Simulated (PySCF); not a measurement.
C3H12BN.
Numbering: `[CH3:1][BH2-:2][NH2+:3][CH2:4][CH3:5]` (hydrogens: H6, H7, H8 on C1; H9, H10 on B2; H11, H12 on N3; H13, H14 on C4; H15, H16, H17 on C5)

Geometry (PBE0-D3(BJ)/def2-SVP, Å), atoms numbered from 1 in this order:
```xyz
17
C3H12BN angstrom
C     -2.5378    0.5138    0.0128
B     -1.2940   -0.5038   -0.1237
N      0.0612    0.3230    0.2754
C      1.3140   -0.4431    0.2104
C      2.5374    0.3639    0.5932
H     -3.4729   -0.0072   -0.2495
H     -2.6830    0.9042    1.0379
H     -2.4745    1.3870   -0.6639
H     -1.0840   -0.8918   -1.2734
H     -1.3211   -1.4421    0.6734
H      0.1191    1.1398   -0.3375
H     -0.0707    0.6978    1.2178
H      1.3892   -0.8343   -0.8142
H      1.1813   -1.3159    0.8656
H      2.6816    1.2285   -0.0745
H      2.4717    0.7387    1.6273
H      3.4415   -0.2584    0.5256
```

Method used: core-valence-separated Tamm–Dancoff BHandHLYP/aug-pcX-1 (pcseg-1 on H) in PySCF, non-relativistic, gas phase, PBE0-D3(BJ)/def2-SVP geometry. No shift to experiment was applied.

Problem. Give energies, oscillator strengths and core holes at the B K edge.

Solution. 
| E (eV) | f | core hole on | main final orbital |
| --- | --- | --- | --- |
| 188.37 | 0.0079 | B2 | LUMO (71 %) |
| 189.23 | 0.0106 | B2 | LUMO+2 (83 %) |
| 189.33 | 0.0067 | B2 | LUMO+1 (65 %) |
| 189.52 | 0.0061 | B2 | LUMO+4 (36 %) |
| 189.88 | 0.0085 | B2 | LUMO+4 (35 %) |
| 190.43 | 0.0025 | B2 | LUMO+5 (52 %) |
| 190.50 | 0.0034 | B2 | LUMO+7 (50 %) |

The first line with a tenth or more of the strongest one's intensity is at 188.37 eV (f = 0.008), with the hole on B2 (four-coordinate boron). The strongest listed is at 189.23 eV (f = 0.011; B2).

Problem. What does the N 1s absorption edge look like?

Solution. 
```csv
E (eV),f,core hole on,main final orbital
400.75,0.0215,N3,LUMO (56 %)
401.53,0.0409,N3,LUMO+2 (38 %)
402.93,0.0034,N3,LUMO+1 (58 %)
403.40,0.0027,N3,LUMO+3 (49 %)
403.56,0.0266,N3,spread
403.94,0.0064,N3,LUMO+2 (56 %)
403.99,0.0001,N3,LUMO+4 (70 %)
```

The first line with a tenth or more of the strongest one's intensity is at 400.75 eV (f = 0.021), with the hole on N3 (nitrogen bonded to B, C and 2 H). The strongest listed is at 401.53 eV (f = 0.041; N3).

Problem. Give energies, oscillator strengths and core holes at the C K edge.

Solution. 
```json
{"E (eV)": "283.82", "f": "0.0066", "core hole on": "C1", "main final orbital": "LUMO (44 %)"}
{"E (eV)": "284.67", "f": "0.0054", "core hole on": "C1", "main final orbital": "LUMO+4 (50 %)"}
{"E (eV)": "284.76", "f": "0.0195", "core hole on": "C1", "main final orbital": "LUMO+2 (52 %)"}
{"E (eV)": "285.24", "f": "0.0130", "core hole on": "C1", "main final orbital": "spread"}
{"E (eV)": "285.41", "f": "0.0091", "core hole on": "C5", "main final orbital": "LUMO (81 %)"}
{"E (eV)": "285.68", "f": "0.0093", "core hole on": "C1", "main final orbital": "spread (2 roots, f summed)"}
{"E (eV)": "285.89", "f": "0.0115", "core hole on": "C1", "main final orbital": "LUMO+2 (45 %)"}
{"E (eV)": "286.20", "f": "0.0008", "core hole on": "C1", "main final orbital": "LUMO+7 (49 %)"}
{"E (eV)": "286.23", "f": "0.0600", "core hole on": "C5", "main final orbital": "LUMO+1/LUMO+2 (2 roots, f summed)"}
{"E (eV)": "286.38", "f": "0.0048", "core hole on": "C1", "main final orbital": "LUMO+13 (31 %)"}
{"E (eV)": "286.51", "f": "0.0027", "core hole on": "C1", "main final orbital": "LUMO+6 (40 %)"}
{"E (eV)": "286.61", "f": "0.0185", "core hole on": "C4", "main final orbital": "LUMO (58 %)"}
{"E (eV)": "286.73", "f": "0.0005", "core hole on": "C1", "main final orbital": "LUMO+9 (37 %)"}
```

The first line with a tenth or more of the strongest one's intensity is at 283.82 eV (f = 0.007), with the hole on C1 (sp3 carbon bound to boron). The strongest listed is at 286.23 eV (f = 0.060, sum of 2; C5).

Roots within 0.03 eV whose holes lie on the same, on equivalent or on shared atoms are summed into one line, and the highest roots are left out, as the search may have cut off their partners. Final orbitals are the ground state's empty Kohn–Sham orbitals.

Problem. What length of transition dipole belongs to the line at 189.23 eV?

Solution. From f = (2/3) ΔE |μ|² in atomic units, with ΔE = 6.954 Eh and f = 0.0106: |μ| = 0.048 au = 0.12 D.

The ionisation thresholds weren't computed; near and above them a finite basis only mimics Rydberg series and continuum.

One conformer stands for the species.
